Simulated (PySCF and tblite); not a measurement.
Results of a calculation; reference values are marked as such.
C3H5FSi, numbered as in [F:1]/[CH:2]=[C:3]1/[CH2:4][SiH2:5]1.

Search: ETKDG and KDG, MMFF94s, GFN2-xTB, 60 starts; geometries at GFN2-xTB. Free energies are TPSS-D3(BJ)/def2-TZVP single points with GFN2-xTB rigid-rotor and vibrational terms (modes under about 100 cm⁻¹ blended into free rotors). Symmetry numbers and mirror images are counted. Conformers within 2.5 kcal/mol (GFN2-xTB free energy) were kept, 6 at most. GIAO shieldings: PBE0/pcSseg-1. Shifts are against TMS (¹H), TMS (¹³C), CFCl3 (¹⁹F), TMS (²⁹Si) at the same level. Run with PySCF (density fitting) and tblite.

Question: Predict the averaged NMR shifts at 298.15 K.

Answer: ¹H: 7.73 (H2, 1H), 3.28 (H5, 2H), 1.30 (H4, 2H) ppm. ¹³C: 162.7 (C2), 105.9 (C3), -1.5 (C4) ppm. ¹⁹F: -86.7 (F1) ppm. ²⁹Si: -148.8 (Si5) ppm.

Unscaled ¹⁹F and ²⁹Si shifts at such levels can be off by tens of ppm; differences between conformers or isomers are more reliable. Shifts are unscaled: against experiment ¹³C can be off by 15 ppm or more and ¹H by 0.8 ppm.
